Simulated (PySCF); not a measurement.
Below is a simulated gas-phase C 1s photoelectron spectrum of cycloheptatriene, `C1=CC=CCC=C1`.

Every computed line was given a Gaussian of 0.6 eV full width at half maximum and an area set by the number of equivalent atoms; the highest printed point is 100. Computed, not measured: PySCF 2.14.0, delta-SCF UKS SCAN, pcX-2 on the ionised atom, pcseg-1 elsewhere, spin-free X2C.

```json
{"binding energy (eV)": "289.1", "intensity": "0"}
{"binding energy (eV)": "289.2", "intensity": "0"}
{"binding energy (eV)": "289.3", "intensity": "1"}
{"binding energy (eV)": "289.4", "intensity": "4"}
{"binding energy (eV)": "289.5", "intensity": "10"}
{"binding energy (eV)": "289.6", "intensity": "20"}
{"binding energy (eV)": "289.7", "intensity": "38"}
{"binding energy (eV)": "289.8", "intensity": "60"}
{"binding energy (eV)": "289.9", "intensity": "82"}
{"binding energy (eV)": "290.0", "intensity": "97"}
{"binding energy (eV)": "290.1", "intensity": "100"}
{"binding energy (eV)": "290.2", "intensity": "90"}
{"binding energy (eV)": "290.3", "intensity": "71"}
{"binding energy (eV)": "290.4", "intensity": "51"}
{"binding energy (eV)": "290.5", "intensity": "35"}
{"binding energy (eV)": "290.6", "intensity": "26"}
{"binding energy (eV)": "290.7", "intensity": "22"}
{"binding energy (eV)": "290.8", "intensity": "19"}
{"binding energy (eV)": "290.9", "intensity": "15"}
{"binding energy (eV)": "291.0", "intensity": "11"}
{"binding energy (eV)": "291.1", "intensity": "7"}
{"binding energy (eV)": "291.2", "intensity": "4"}
{"binding energy (eV)": "291.3", "intensity": "2"}
{"binding energy (eV)": "291.4", "intensity": "1"}
{"binding energy (eV)": "291.5", "intensity": "0"}
{"binding energy (eV)": "291.6", "intensity": "0"}
```

Task: How many maxima does the curve show, and how many computed lines lie under it?

Result: The curve has 1 maximum (at 290.1 eV). Under it lie 4 lines from 4 inequivalent carbon sites. At this width some lines have no maximum of their own.

Task: Decompose the envelope and assign each component. Numbering: `[CH:1]1=[CH:2][CH:3]=[CH:4][CH2:5][CH:6]=[CH:7]1`.

Result: 
```csv
position (eV),relative area,line,atoms,environment
289.99,2,C 1s,C4/C6,alkene CH carbon
290.09,2,C 1s,C1/C2,alkene CH carbon
290.13,2,C 1s,C3/C7,alkene CH carbon
290.76,1,C 1s,C5,allylic carbon
```

The listed C 1s values span 0.77 eV, from C4/C6 (bonded to C (double bond), C and H) to C5 (bonded to 2 C and 2 H). Summing the Pauling electronegativity differences to the bonded atoms, each weighted by its formal bond order, gives -0.35 for the lowest site and -0.70 for the highest; the largest sum, -0.35, belongs to C3/C7, 0.63 eV below the top. The smallest sum, -0.70, belongs to C5, 0.77 eV above the lowest. The values 290.09 and 290.13 eV lie too close for their order to be trusted.

No satellites, vibrations or lifetime broadening are included. Atoms equivalent by their bonding share one computed value, that of the first of them. The unrestricted hole states depart most from a pure doublet (⟨S²⟩ = 0.75; over 0.85 named) for C 1s of C3/C7 (0.86), which makes this value less certain. Isolated species at its PBE0-D3(BJ)/def2-SVP geometry (one conformer only).
